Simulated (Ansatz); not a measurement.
`[SH][SnH3]` + `OCO` → `OC[O][SnH3]` + H₂S  (ligand exchange at the Sn–S bond)

Isolated molecules relaxed with PBE0-D4/def2-TZVP in Ansatz; ΔE leaves out vibrations. CBS: MP2 limit from def2 TZ/QZ plus the TZ coupled-cluster correction, frozen cores. This one scheme is used for every species. Functionals use def2-TZVPP. Elements past krypton have def2 core potentials. For Sn outer-core shells are correlated without core-valence functions, which leaves a few kJ/mol of doubt a bond. One conformer a species, not always the lowest.

| level | ΔE (eV) |
| --- | --- |
| PBE-D4 | 0.59 |
| r2SCAN-D4 | 0.55 |
| ωB97M-V | 0.56 |
| B2PLYP | 0.53 |
| PBE0 | 0.65 |
| CCSD/def2-TZVPP | 0.53 |
| HF/CBS(def2) | 0.56 |
| CCSD/CBS(def2) | 0.54 |

Q: What does CCSD(T)/CBS give? (Best estimate.)

A: The calculation gave: +0.53 eV. The listed levels differ from it by 0.06, 0.02, 0.03, 0.00, 0.12, 0.00, 0.03, 0.01 eV.

Largest T1 diagnostic among the species: 0.013.

From PBE to PBE0 (25 % exact exchange), in def2-TZVPP and without D4, ΔE moves by +0.04 eV.
